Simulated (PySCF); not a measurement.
## Computed structure and properties of OsO2F2

System: OsO2F2 (triplet); start: template (C2v). Method: PySCF 2.14.0, UKS BP86, Os def2-SVP with ECP60, O def2-SVP, F def2-SVP; non-relativistic Hamiltonian with scalar-relativistic core potentials where named; density fitting; no spin-orbit coupling.

Input of the relaxation:

```python
mol = gto.M(atom='''
Os     0.00000     0.00000     0.03786
O      0.84590     0.84590     0.88376
O     -0.84590    -0.84590     0.88376
F      0.97320    -0.97320    -0.93534
F     -0.97320     0.97320    -0.93534''',
    basis={'Os': 'def2-SVP', 'O': 'def2-SVP', 'F': 'def2-SVP'},
    ecp={'Os': 'def2-SVP'},
    charge=0, spin=2)
mf = dft.UKS(mol, xc='B88,P86')
mf.grids.atom_grid = (50, 194)
mf = mf.density_fit()  # fitting sets: Os def2-universal-JKFIT, O def2-universal-JKFIT, F def2-universal-JKFIT
mf.conv_tol = 1e-08; mf.max_cycle = 55
mf.kernel(dm0)  # dm0: converged density of the start geometry
# quasi-Newton relaxation in Cartesian coordinates to a largest gradient under 0.00045 Eh/bohr, steps kept in the point group
```

Run from Python with OMP_NUM_THREADS=2; the lines above give its settings. Where DIIS fails, smearing, a level shift and second-order steps follow.
It took 41 s on 2 threads of Intel(R) Xeon(R) Platinum 8375C CPU @ 2.90GHz (Ice Lake), on a shared host, from the converged density of the start.

Course of the relaxation:

```tsv
step	energy above end (eV)	largest force component within the symmetry (eV/Å)
0	8.8067	21.016
1	0.9842	5.650
2	0.3310	0.649
3	0.2587	0.436
4	0.1570	1.640
5	0.0788	0.478
6	0.0414	0.580
7	0.0046	0.415
8	0.0008	0.298
9	0.0000	0.015
10	0.0000	0.004
```

Relaxed geometry (C2v):

```xyz
5

Os    0.0000    0.0000    0.1238
O     0.9718    0.9718    1.1683
O    -0.9718   -0.9718    1.1683
F     0.9070   -0.9070   -1.2629
F    -0.9070    0.9070   -1.2629
```

| contact | Å |
| --- | --- |
| Os1–O2 (O) | 1.726 |
| Os1–O3 (O) | 1.726 |
| Os1–F4 (F) | 1.889 |
| Os1–F5 (F) | 1.889 |

On the finer grid (75, 302):

The HOMO is -6.11 eV, the LUMO is -5.90 eV and the dipole about the centre of mass is 0.09 D. The spin squared is 2.004. The set of Mulliken populations of Os1 outside the core potential is s 2.51, p 6.41, d 5.84, f 0.14 and the D3(BJ) dispersion energy (not in the energies) is -0.159 eV.

| atom | Mulliken (e) | Löwdin (e) | spin (e) |
| --- | --- | --- | --- |
| Os1 | 1.11 | 0.37 | 1.22 |
| O2 | -0.28 | -0.07 | 0.29 |
| O3 | -0.28 | -0.07 | 0.29 |
| F4 | -0.27 | -0.11 | 0.10 |
| F5 | -0.27 | -0.11 | 0.10 |

On the grid (50, 194), as all that follows. Harmonic modes: a minimum; lowest 70 cm⁻¹ (negative: unstable), highest 964 cm⁻¹, zero-point energy 0.251 eV.

Rigid scan of O along the line from its metal:

distance to O2 (Å), energy (eV) and a bar:
```
     1.43      3.684 ##############################
     1.53      1.339 ###########
     1.63      0.276 ##
     1.73      0.000 
     1.83      0.193 ##
     1.93      0.651 #####
     2.03      1.242 ##########
     2.18      2.205 ##################
```

Taking off one F (charge -1, singlet; the rest: triplet) in vacuum, both parts rigid, costs 13.05 eV; the small basis without counterpoise inflates it. Most of it is the attraction of opposite charges; other ways to part are cheaper, and one spin state was tried for the rest.

Rigid scan of F along the line from its metal:

distance to F4 (Å), energy (eV) and a bar:
```
     1.59      2.131 #################
     1.69      0.778 ######
     1.79      0.161 #
     1.89      0.000 
     1.99      0.111 #
     2.09      0.381 ###
     2.29      1.120 #########
     2.59      2.243 ##################
     2.99      3.204 ##########################
     3.49      3.660 ##############################
```

One start shape was tried, so this needn't be the lowest isomer.

Open shells may have lower solutions than the one found.
